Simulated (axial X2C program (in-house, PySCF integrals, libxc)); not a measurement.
SrF⁺: properties at the nuclei

Calculated with an in-house all-electron X2C program for linear molecules (integrals from PySCF): two-component X2C with atomic mean-field Coulomb and Gaunt terms, Gaussian nuclei, basis Sr dyall-cv3z, F dyall-av3z with contracted cores.

R = 1.988 Å (near the PBE0 minimum at charge 1 of the determinant lowest at the starting distance; the state shown can have its own minimum elsewhere).

Determinant lowest in the PBE0 search, Ω = 0 (closed shell), highest spinor 86% F p, 8% Sr d, 3% Sr p:

```
    level  qzz Sr (a.u.)  qzz F (a.u.)
     PBE0          -1.52         -0.10
       HF          -1.58         -0.21
      PBE          -1.55         -0.09
BHandHLYP          -1.60         -0.17
    PBE50          -1.51         -0.10
```

qzz is the electric field gradient, eQq0 = 234.96 MHz × Q/barn × qzz. The operators were transformed with the bare-nucleus X2C matrices; with these basis sets, hyperfine constants and field gradients can be off by tens of per cent, and where levels differ in sign neither size nor sign is settled.

(1) With Q(87Sr) = 0.305 barn (Q from Pyykkö, Mol. Phys. 2018), turn the PBE0 values of the first state into constants in MHz.

Each state is one determinant with collinear spin. The search compared states at one distance, so a state with another bond length can lie lower. Where a field gradient or hyperfine factor spreads by more than a factor of two over the levels, a constant derived from it is not to be relied on.

Results:

(1) eQq0(87Sr) = 234.96 × (0.305) × (-1.52) = -109 MHz.
